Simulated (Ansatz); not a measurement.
BH3S (SMILES BS) moved off its minimum; all values from Ansatz (an electronic-structure program), cores frozen in correlated methods.
(charge 0, multiplicity 1)
```xyz
5

B     -0.9074    -0.9849     0.0657
H     -0.3189    -2.0514     0.4831
H     -1.7900    -0.7231    -0.2046
S      0.5258     0.4560    -0.0808
H     -0.4143     1.3337    -0.4599
```

```json
[
 {"level": "HF/def2-TZVPP", "largest force (eV/Å)": "14.24", "on atom": "B1", "rms difference from CCSD(T)/aug-cc-pV(T+d)Z (eV/Å)": "0.235", "dipole (D)": "1.80"},
 {"level": "PBE/def2-TZVPP", "largest force (eV/Å)": "13.62", "on atom": "B1", "rms difference from CCSD(T)/aug-cc-pV(T+d)Z (eV/Å)": "0.138", "dipole (D)": "1.12"},
 {"level": "r2SCAN/def2-TZVPP", "largest force (eV/Å)": "13.74", "on atom": "B1", "rms difference from CCSD(T)/aug-cc-pV(T+d)Z (eV/Å)": "0.041", "dipole (D)": "1.28"},
 {"level": "B3LYP/def2-TZVPP", "largest force (eV/Å)": "13.57", "on atom": "B1", "rms difference from CCSD(T)/aug-cc-pV(T+d)Z (eV/Å)": "0.105", "dipole (D)": "1.26"},
 {"level": "wB97M-V/def2-TZVPP", "largest force (eV/Å)": "13.71", "on atom": "B1", "rms difference from CCSD(T)/aug-cc-pV(T+d)Z (eV/Å)": "0.095", "dipole (D)": "1.35"},
 {"level": "MP2/aug-cc-pV(T+d)Z", "largest force (eV/Å)": "13.94", "on atom": "B1", "rms difference from CCSD(T)/aug-cc-pV(T+d)Z (eV/Å)": "0.080", "dipole (D)": "1.37"},
 {"level": "CCSD(T)/aug-cc-pV(T+d)Z", "largest force (eV/Å)": "13.81", "on atom": "B1", "rms difference from CCSD(T)/aug-cc-pV(T+d)Z (eV/Å)": "0.000", "dipole (D)": "1.28"}
]
```

The differences count from one level among others, with limits of its own. Forces at CCSD(T)/aug-cc-pV(T+d)Z (eV/Å):

```csv
atom,Fx,Fy,Fz
B1,13.249,-2.096,3.272
H2,-1.379,1.432,-0.657
H3,-9.552,2.489,-2.738
S4,-2.518,-2.063,0.191
H5,0.200,0.237,-0.068
```
